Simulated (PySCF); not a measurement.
Molfile (atoms numbered from 1):
```
C7H12BN
     RDKit          3D

 21 20  0  0  0  0  0  0  0  0999 V2000
    2.9971    2.7571   -0.6418 C   0  0  0  0  0  0  0  0  0  0  0  0
    2.0227    1.6766   -0.6205 C   0  0  0  0  0  0  0  0  0  0  0  0
    1.2132    0.7651   -0.6185 C   0  0  0  0  0  0  0  0  0  0  0  0
    0.1990   -0.4336   -0.6097 B   0  0  1  0  0  0  0  0  0  0  0  0
    0.6730   -1.7352    0.2405 C   0  0  0  0  0  0  0  0  0  0  0  0
   -0.3128   -2.8951    0.2498 C   0  0  0  0  0  0  0  0  0  0  0  0
   -1.1171    0.1009    0.0667 N   0  0  0  0  0  0  0  0  0  0  0  0
   -2.0769    0.4596    0.5870 C   0  0  0  0  0  0  0  0  0  0  0  0
   -3.2865    0.9198    1.2324 C   0  0  0  0  0  0  0  0  0  0  0  0
    3.5167    2.8090   -1.6125 H   0  0  0  0  0  0  0  0  0  0  0  0
    2.5173    3.7352   -0.4740 H   0  0  0  0  0  0  0  0  0  0  0  0
    3.7657    2.6281    0.1378 H   0  0  0  0  0  0  0  0  0  0  0  0
   -0.1844   -0.7385   -1.7392 H   0  0  0  0  0  0  0  0  0  0  0  0
    1.6239   -2.0557   -0.2190 H   0  0  0  0  0  0  0  0  0  0  0  0
    0.9322   -1.4424    1.2741 H   0  0  0  0  0  0  0  0  0  0  0  0
   -1.2731   -2.6155    0.7187 H   0  0  0  0  0  0  0  0  0  0  0  0
    0.0646   -3.7711    0.8032 H   0  0  0  0  0  0  0  0  0  0  0  0
   -0.5465   -3.2270   -0.7750 H   0  0  0  0  0  0  0  0  0  0  0  0
   -3.4005    2.0024    1.0774 H   0  0  0  0  0  0  0  0  0  0  0  0
   -4.1578    0.4022    0.8057 H   0  0  0  0  0  0  0  0  0  0  0  0
   -3.2385    0.7140    2.3113 H   0  0  0  0  0  0  0  0  0  0  0  0
  1  2  1  0
  2  3  3  0
  3  4  1  0
  4  5  1  0
  5  6  1  0
  4  7  1  0
  7  8  3  0
  8  9  1  0
  1 10  1  0
  1 11  1  0
  1 12  1  0
  4 13  1  6
  5 14  1  0
  5 15  1  0
  6 16  1  0
  6 17  1  0
  6 18  1  0
  9 19  1  0
  9 20  1  0
  9 21  1  0
M  CHG  2   4  -1   7   1
M  END
```

Geometry: PBE0-D3(BJ)/def2-SVP; GIAO absolute shieldings from PySCF, gas phase, non-relativistic, averaged over equivalent atoms.

At CAM-B3LYP/pcSseg-1 (213 basis functions, 41 s wall time on 1 thread of an INTEL XEON PLATINUM 8581C, shared host):
```csv
atoms,σ (ppm)
C8,64.7
C2,85.4
C3,85.5
C5,165.2
C6,167.9
C1,178.0
C9,181.9
B4,121.3
N7,22.8
H13,28.79
H19/H20/H21,29.12
H10/H11/H12,29.62
H16/H17/H18,30.48
H14,30.73
H15,31.04
```

What do these become at PBE0/pcSseg-1?

Results:


| atoms | σ at PBE0/pcSseg-1 | change |
| --- | --- | --- |
| C8 | 68.3 | +3.6 |
| C2 | 88.0 | +2.6 |
| C3 | 88.7 | +3.2 |
| C5 | 166.8 | +1.6 |
| C6 | 169.5 | +1.6 |
| C1 | 178.5 | +0.5 |
| C9 | 182.7 | +0.8 |
| B4 | 123.5 | +2.2 |
| N7 | 25.4 | +2.6 |
| H13 | 28.55 | -0.24 |
| H19/H20/H21 | 29.03 | -0.09 |
| H10/H11/H12 | 29.48 | -0.14 |
| H16/H17/H18 | 30.42 | -0.06 |
| H14 | 30.62 | -0.11 |
| H15 | 30.90 | -0.14 |

The largest change is at C8 (nitrilium-type carbon). Cost: 213 basis functions, 33 s wall time on 1 thread of an INTEL XEON PLATINUM 8581C, shared host. The order of the carbon signals is the same at both levels.

A carbon bonded to boron is broadened by the quadrupolar boron nucleus and is often missing from a measured spectrum.
